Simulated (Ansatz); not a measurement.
Geometry optimisation, Ansatz, RKS r2SCAN-D4/6-31G*.

The input (input.yaml):

```yaml
crystal:
  periodic: [false, false, false]
  atoms:
    - { symbol: O, position_ang: [-1.047, 1.4668, 1.6715] }
    - { symbol: Al, position_ang: [0.1998, 1.3743, 0.3706] }
    - { symbol: Al, position_ang: [0.8086, -0.8549, -0.5264] }
    - { symbol: S, position_ang: [-0.1127, -2.7066, 0.2698] }
    - { symbol: Cl, position_ang: [2.3965, -1.0336, -2.094] }
    - { symbol: H, position_ang: [-1.94, 1.6168, 1.1489] }
    - { symbol: H, position_ang: [0.9422, 2.6949, -0.1836] }
    - { symbol: H, position_ang: [-1.1553, -2.6148, -0.7125] }
basis:
  gaussian: { orbitals: "6-31G*" }
hamiltonian:
  xc: r2scan
  dispersion: d4
relax:
  f_tol: 0.015
  max_steps: 40
```

Run as:

```bash
$ ansatz run input.yaml --threads 2 --pin off --max-ram 3072MiB --backend cpu --events-out ev --progress --plain --runs-dir out
```

Problem. Where does it end, and by what steps?

Solution. The run converged. After 16 steps the energy has fallen by 1.038 eV; H8 moved furthest, 1.54 Å.

```csv
step,energy less start (eV),largest force component (eV/Å),accepted
0,0.0000,2.841,yes
1,-0.3700,1.613,yes
2,-0.4469,0.740,yes
3,-0.5237,0.446,yes
4,-0.4952,2.799,no
5,-0.5794,0.616,yes
6,-0.6230,0.785,yes
7,-0.6756,1.538,yes
8,-0.7448,1.896,yes
9,-0.8678,0.815,yes
10,-0.9314,0.912,yes
11,-0.9778,0.803,yes
12,-1.0218,0.167,yes
13,-1.0348,0.160,yes
14,-1.0375,0.062,yes
15,-1.0379,0.024,yes
16,-1.0380,0.011,yes
```

```xyz
8
Properties=species:S:1:pos:R:3
O -1.358 1.593 1.256
Al 0.103 1.458 0.367
Al 0.484 -0.877 -0.638
S -0.549 -2.684 0.057
Cl 1.871 -1.188 -2.220
H -1.602 2.429 1.676
H 1.060 2.732 0.243
H 0.085 -3.519 -0.797
```

Run time: 80 s on 2 threads of Arm Neoverse V1 (shared host), peak memory 0.17 GiB.
